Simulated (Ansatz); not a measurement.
Ansatz results at the PBE0-D4/def2-TZVP geometry: HOMO–LUMO gap (PBE/def2-TZVPP) 4.23 eV; size of the dipole moment (B3LYP/def2-TZVPP) 2.17 D; HOMO energy (PBE/def2-TZVPP) -5.51 eV.

Question: Which molecule gave them?
A. `CC1CB1O`
B. `C[CH]1[S][GeH2]1`
C. `CB[SiH2]N`
D. `[SiH3]B1C[SiH2]O1`

Answer: B. The others give `CB[SiH2]N`: 3.05, 0.82, -5.72; `[SiH3]B1C[SiH2]O1`: 4.28, 1.96, -6.27; `CC1CB1O`: 4.61, 1.29, -5.51.

B3LYP here is the variant with VWN-RPA as its local correlation; programs differ in this.
